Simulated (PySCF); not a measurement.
**Polarisability of `C=C[C@@H]1C[c+]2cc21`**

Species: C7H7 (charge +1).
Cartesian coordinates in Å at the GFN2-xTB level; atoms count from 1:
```
atom  x, y, z in Å
C1     2.3403   -0.6188   -0.4915
C2     1.2480   -0.3415    0.1928
C3     0.0060    0.2563   -0.4381
C4    -0.7653    1.2752    0.3824
C5    -1.9108    0.3556    0.5685
C6    -2.3086   -0.8903    0.2555
C7    -1.1165   -0.7373   -0.3668
H8     3.2115   -1.0135    0.0031
H9     2.4262   -0.4566   -1.5528
H10    1.1772   -0.5253    1.2550
H11    0.2131    0.5191   -1.4775
H12   -0.3379    1.5724    1.3430
H13   -1.0763    2.1886   -0.1297
H14   -3.1077   -1.5843    0.3892
```

Level: CAM-B3LYP/def2-SVPD (PySCF), static field, nuclei fixed, core orbitals frozen in the response. The polarisability tensor in these axes (au):

```
x    88.89  -2.69 -11.50
y    -2.69  62.84   5.35
z   -11.50   5.35  56.35
```

**Question.** Give the principal values, the mean and the anisotropy Δα = √{½[(α1 − α2)² + (α2 − α3)² + (α1 − α3)²]}.

**Answer.** Principal values 51.08, 63.87 and 93.13 au; mean 69.36 au = 10.28 Å³ = 11.44 × 10⁻⁴⁰ C²·m²/J; Δα = 37.34 au (54 % of the mean).

**Question.** Directions of the eigenvectors, and the extent of the frame along each?

**Answer.** Largest value along (0.94, -0.14, -0.31), where the nuclei span 5.98 Å; middle along (0.24, 0.93, 0.30), 3.86 Å; least along (0.25, -0.35, 0.90), 3.07 Å. The response follows the extents in order.

**Question.** Sum over states: ᾱ = Σ f/ω², ω in Eh. What share falls to these 8 lowest TDDFT singlets (eV, f)? 3.12, 0.0002; 4.26, 0.0262; 4.84, 0.0052; 5.60, 0.0264; 5.96, 0.0053; 6.13, 0.0391; 6.54, 0.0806; 7.38, 0.0142.

**Answer.** They add up to 4.35 au, 6.3 % of the 69.36 au; the largest single term is 1.40 au, from the state at 6.54 eV. Terms in order: 0.02, 1.07, 0.16, 0.62, 0.11, 0.77, 1.40, 0.19 au. Higher excitations give the rest. The strengths listed sum to 0.197.

**Question.** What depolarisation ratio follows for Rayleigh scattering of linearly polarised light, taking the static tensor?

**Answer.** ρ = 3Δα²/(45ᾱ² + 4Δα²) = 4182.0/(216490 + 5576.0) = 0.0188.

One conformer (not necessarily the lowest) at the GFN2-xTB geometry, without solvent, vibrations or thermal averaging.

These values come from a run that also computed excited states. On an Intel Xeon Platinum 8375C at 2.90 GHz with one thread, shared host, this took 37 s (grids of density and orbitals included) and 0.89 GiB of memory at its peak.
